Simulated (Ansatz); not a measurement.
Cost and result for the atomization energy of `C[Se][SnH3]` (9 atoms, 8 bonds).

```xyz
9

C    -1.249   -0.527   -1.038
Se   -1.282    0.648    0.530
Sn    1.186    0.542    1.040
H    -0.630   -0.102   -1.825
H    -0.896   -1.520   -0.766
H    -2.279   -0.594   -1.387
H     1.635   -1.086    1.297
H     1.446    1.479    2.437
H     2.068    1.160   -0.287
```

Charge 0, multiplicity 1. Correlated methods include outer-core shells of Se, Sn, which these sets cover unevenly. Scalar relativity is left out up to krypton. Sn: def2 effective core potential. The geometry is a stationary point of PBE0-D4/def2-TZVP. Program: Ansatz. All runs use 4 threads of an Arm Neoverse V1 on a shared host. Times are those of one run each, without the atoms' runs, and a repeat can differ threefold. Electronic energies, without spin–orbit coupling; frozen cores. CCSD(T)/CBS adds CCSD(T) − MP2 in def2-TZVPP to the MP2 limit, and its time is that of the two runs behind it. T1 = 0.011. With those shells the extrapolation isn't a true limit. B3LYP takes the VWN-RPA correlation (the form of Gaussian; ORCA's B3LYP/G). HSE06 is the plane-wave form, built on full-range PBE exchange.

CCSD(T)/CBS is a level of theory with its own doubt, some kJ/mol a heavy atom from the limit and from the frozen cores, so smaller differences don't rank the functionals.

```
                            level  functions  wall time  atomization (kJ/mol)  difference from CCSD(T)/CBS  per bond
           LDA (SPW92)/def2-TZVPP        213      1.1 s                2950.5                        324.7      40.6
               BLYP-D4/def2-TZVPP        213      1.9 s                2574.6                        -51.2      -6.4
               PBE0-D4/def2-TZVPP        213      2.6 s                2587.5                        -38.3      -4.8
              BHLYP-D4/def2-TZVPP        213      2.8 s                2549.8                        -76.0      -9.5
              HSE06-D4/def2-TZVPP        213        3 s                2587.3                        -38.5      -4.8
B3LYP-D4/def2-TZVPP (with forces)        213      4.3 s                2596.2                        -29.6      -3.7
            r2SCANh-D4/def2-TZVPP        213      4.5 s                2591.8                        -34.0      -4.3
              PBE-QIDH/def2-TZVPP        213      4.9 s                2573.8                        -52.0      -6.5
                 CCSD(T)/def2-SVP        102        6 s                2438.6                       -187.2     -23.4
 ωB97M-V/def2-TZVPP (with forces)        213       11 s                2595.0                        -30.8      -3.9
                   MP2/def2-QZVPP        408       17 s                2568.2                        -57.6      -7.2
               CCSD(T)/def2-TZVPP        213    2.1 min                2556.5                        -69.3      -8.7
                CCSD(T)/CBS(def2)          –    2.4 min                2625.8                          0.0       0.0
```

In def2-TZVPP, CCSD(T) changes the Hartree–Fock value by +674.5 kJ/mol (the triples alone add +34.7 kJ/mol) and MP2 by +645.5 kJ/mol; breaking electron pairs costs correlation energy, which Hartree–Fock lacks. From r2SCAN to r2SCAN0 (25 % exact exchange), in def2-TZVPP and without D4, the atomization energy moves by −26.0 kJ/mol: exact exchange takes away binding that semilocal exchange gives to molecules. The D4 term adds +30.7 kJ/mol with B3LYP and +16.0 kJ/mol with PBE0; it sums over pairs of atoms, weighted by their polarisabilities, and B3LYP, whose exchange is more repulsive, gets the larger term.

Spin–orbit coupling would lower the free Sn atoms strongly, and the atomization energy with them, by more than many differences here. For some Ge, Se and Sn compounds the MP2-based and the directly extrapolated limit differ by 10 to 25 kJ/mol.
